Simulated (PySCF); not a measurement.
**GaP⁺: from constants to spectrum**

UHF-CCSD(T) constants of GaP⁺, ⁴Σ⁻ (quartet), unpaired electrons σ ↑, π ↑↑ (Ga cc-pVDZ-PP with ECP10, P cc-pV(D+d)Z; scalar-relativistic core potentials (PySCF 2.14); masses 68.9256 and 30.9738 u):

- ωe: 108.8 cm⁻¹
- ωexe: 1.18 cm⁻¹
- Be: 0.093918 cm⁻¹
- αe: 0.00130 cm⁻¹
- De to Ga⁺ + P: 0.307 eV

Q: What force constant and bond length do these constants imply?

A: Reduced mass μred = 21.370 u; k = 5.8918×10⁻⁷·μred·ωe² (u, cm⁻¹, mdyn/Å) = 0.149 mdyn/Å; Re = √(16.8576/(μred·Be)) (u, cm⁻¹, Å) = 2.898 Å.

Q: Estimate the centrifugal constant D from the Kratzer relation and find the Dunham coefficient a1.

A: D = 4Be³/ωe² = 2.8e-07 cm⁻¹; a1 = −1 − αeωe/(6Be²) = -3.67.

Correlated steps freeze 9 core orbitals. The bond is weak. Basis-set superposition, not corrected here, can be much of De in a small basis, most of all at correlated wavefunction levels. Spin–orbit coupling is left out. For an ion De counts to the pair picked by the measured ionisation energies or electron affinities, which need not be the lowest pair at this level. The state is the lowest determinant that a PBE0 search found; another state may lie lower at other levels.
